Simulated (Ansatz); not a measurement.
The same path of ClH7OSi3 (12 atoms, charge 0, multiplicity 1) was run 3 times with different band settings. Lost on the way: Si2–H8. Made: O1–H8.

These are results of RKS B3LYP-D4/STO-3G in Ansatz 0.2.0, not measurements.

Relaxed end points:

```xyz
12
Properties=species:S:1:pos:R:3
O -1.564 2.346 1.381
Si -0.835 0.788 1.257
Si 0.182 0.373 -0.732
Si 1.214 -1.639 -0.724
Cl 2.099 -2.050 -2.607
H -2.325 2.320 0.695
H 0.138 0.753 2.325
H -1.806 -0.265 1.506
H 1.164 1.390 -1.036
H -0.784 0.381 -1.809
H 0.304 -2.736 -0.468
H 2.289 -1.717 0.244
```

```xyz
12
Properties=species:S:1:pos:R:3
O -1.276 1.998 1.301
Si -1.508 0.024 1.108
Si -0.121 0.049 -0.757
Si 1.351 -1.665 -0.811
Cl 2.530 -1.687 -2.587
H -2.081 2.460 0.882
H -0.330 -0.102 2.008
H -1.397 2.242 2.282
H 0.687 1.251 -0.863
H -0.827 -0.012 -2.021
H 0.729 -2.974 -0.775
H 2.319 -1.639 0.266
```

Common settings: movable images 5; climbing image yes; optimiser quadratic models (default); force threshold 0.05 eV/Å; iteration limit 60; end points relaxed.

| run | spring | start path |
| --- | --- | --- |
| 1 | 5.0 eV/Å² | through a guess of the saddle point |
| 2 | 5.0 eV/Å² | straight line |
| 3 | 2.0 to 10.0 eV/Å², energy-weighted | through a guess of the saddle point |

(1) What does each run give, and how far can it be trusted?

Results:

(1) Run 1: converged after 14 iterations, highest image 3.351 eV above the first end. Neighbouring images differ by up to 2.9 eV, so the band resolves the path poorly. A vibrational analysis at the climbing image gives one clearly imaginary mode, 1240i cm⁻¹: a first-order saddle point.
Run 2: converged after 16 iterations, highest image 3.347 eV above the first end. Neighbouring images differ by up to 2.7 eV, so the band resolves the path poorly. The order of the point at the top wasn't checked.
Run 3: converged after 18 iterations, highest image 3.351 eV above the first end. Neighbouring images differ by up to 2.3 eV, so the band resolves the path poorly. Another band between the same ends (5 images) ends at a top of the same energy, where a vibrational analysis finds 1 clearly imaginary mode.
The orbitals stay closed-shell, which can raise the energy where a bond breaks towards radicals; this wasn't checked here. Limits of this set-up: minimal basis.
